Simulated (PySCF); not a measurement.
Compound: C2H10OSi4 (charge +1 and doublet state).
Geometry (GFN2-xTB, Å), atoms numbered from 1 in this order:
```
atom  x, y, z in Å
C1     3.2836    0.0182   -0.1110
C2     2.0522   -0.2406   -0.5454
Si3    0.4671    0.1438    0.3830
O4     0.7229    0.8196    1.8242
Si5   -1.3767    1.5264   -0.5090
Si6   -2.9370   -0.2091    0.0766
Si7   -1.1728   -1.6671    0.8185
H8     3.4762    0.4891    0.8405
H9     4.1585   -0.2287   -0.6903
H10    1.9481   -0.7129   -1.5142
H11    1.5374    0.9780    2.2975
H12   -1.1022    1.8158   -1.9209
H13   -1.4689    2.8504    0.1114
H14   -3.9017    0.1538    1.1204
H15   -3.7575   -0.7260   -1.0242
H16   -0.7943   -2.8393    0.0218
H17   -1.1420   -2.1593    2.1979
```

The hyperfine couplings belong to this conformer and change with its torsions.

Identity: `[CH2+][CH][Si]1(O)[SiH2][SiH2][SiH2]1` [radical] (charge +1).

Computed, not measured: PySCF 2.14.0, UKS B3LYP, pcH-1 on C H O Si, non-relativistic, mean-field spin-orbit, GIAO. One conformer (not necessarily the lowest) at the GFN2-xTB geometry, without solvent, vibrations or thermal averaging. The geometry wasn't refined by DFT: couplings that depend on bond lengths, twists or pyramidal angles can differ widely from those at the functional's own minimum, by a factor of two or more for some ions and for spin on atoms past the first row. No stability test was run, so a lower SCF solution isn't excluded.

Give the principal g shifts and their parts.

| Δg (ppm) | 1 | 2 | 3 |
| --- | --- | --- | --- |
| relativistic mass correction | -164 | -164 | -164 |
| gauge correction | 17 | 8 | 28 |
| orbital Zeeman/spin–orbit | 2409 | 2916 | 5004 |
| total | 2262 | 2760 | 4868 |

So g = 2.00458, 2.00508, 2.00719 and g_iso = 2.00562; the tensor is rhombic: the two nearest values differ by 19 % of g3 − g1. 

How much does each term add to the isotropic shift?

The orbital-Zeeman/spin–orbit term 3443, the mass correction -164 and the gauge correction 18 ppm, for a total of 3297 ppm. The orbital-Zeeman/spin–orbit term is the largest in size. The mass correction is the same along every axis, so the anisotropy comes from the other two: their spans along these axes are 20 (gauge) and 2594 ppm (orbital Zeeman/spin–orbit).

What are the electron Larmor frequencies g μB B/h along the three axes at 330 mT?

9.2587, 9.2610, 9.2707 GHz for g1, g2 and g3, a range of 12.0 MHz.

What effective moment and Curie constant follow for a powder?

With the mean of g² = 4.0225 and S(S+1) = 0.75: μ_eff = √(⟨g²⟩S(S+1)) = 1.737 μB and χT = 0.12505·⟨g²⟩·S(S+1) = 0.377 cm³ K/mol (cgs; spin-Hamiltonian part alone).

In a frozen sample, at which fields do the three g values resonate at 9.5, 34, 94 and 263 GHz (hyperfine left aside), and which band first spreads them over more than twice a line width of 1.0 mT?

| band | GHz | B(g3) mT | B(g2) mT | B(g1) mT | spread mT |
| --- | --- | --- | --- | --- | --- |
| X | 9.5 | 338.16 | 338.52 | 338.60 | 0.44 |
| Q | 34.0 | 1210.26 | 1211.53 | 1211.84 | 1.57 |
| W | 94.0 | 3346.02 | 3349.54 | 3350.37 | 4.35 |
| J | 263.0 | 9361.74 | 9371.58 | 9373.90 | 12.17 |

The spread grows in proportion to the frequency. W band is the first where it exceeds 2.0 mT.

Largest spin populations (Mulliken): Si7 (+0.30), Si5 (+0.26), Si3 (+0.18) and C1 (+0.13). Three atoms exceed +0.15.

The HOMO–LUMO gaps are 5.57 eV among the α and 2.39 eV among the β orbitals.

The run took 3.2 min of wall time (grids of density and orbitals included) on an Intel Xeon at 2.70 GHz with one thread, no GPU, shared host with 64 logical CPUs at a one-minute load of 58, and the process peaked at 1.2 GiB of memory.

The SMILES draws the unpaired electron on C2; the largest computed Mulliken spin population is on Si7 (0.30 against -0.04).
